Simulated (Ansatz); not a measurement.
ClGeH₂S (`[SH][GeH][Cl]`) radical, relaxed with UKS PBE-D4/def2-SVP in Ansatz 0.2.0 from a rough embedded geometry. The force threshold is 0.03 eV/Å; the program also tests the step.

The species carries charge 0 and has multiplicity 2.

Start:

```xyz
5

S     0.150    1.112   -1.117
Ge   -0.147   -0.737   -0.052
Cl    0.137   -0.388    2.060
H     1.430    1.275   -0.584
H    -1.570   -1.262   -0.306
```

| step | energy (eV) | largest force (eV/Å) | largest move (Å) |
| --- | --- | --- | --- |
| 1 | -79876.8653 | 1.351 | 0.000 |
| 2 | -79876.9878 | 0.340 | 0.089 |
| 3 | -79876.9934 | 0.109 | 0.066 |
| 4 | -79876.9964 | 0.035 | 0.034 |
| 5 | -79876.9973 | 0.081 | 0.027 |
| 6 | -79876.9980 | 0.032 | 0.035 |
| 7 | -79876.9980 | 0.013 | 0.012 |

End:

```xyz
5

S     0.213    1.068   -1.216
Ge   -0.101   -0.834   -0.045
Cl    0.140   -0.435    2.109
H     1.369    1.381   -0.564
H    -1.622   -1.179   -0.285
```

It took 12 s on 2 threads of a server CPU on a shared host, with 0.19 GiB of host memory at the peak.
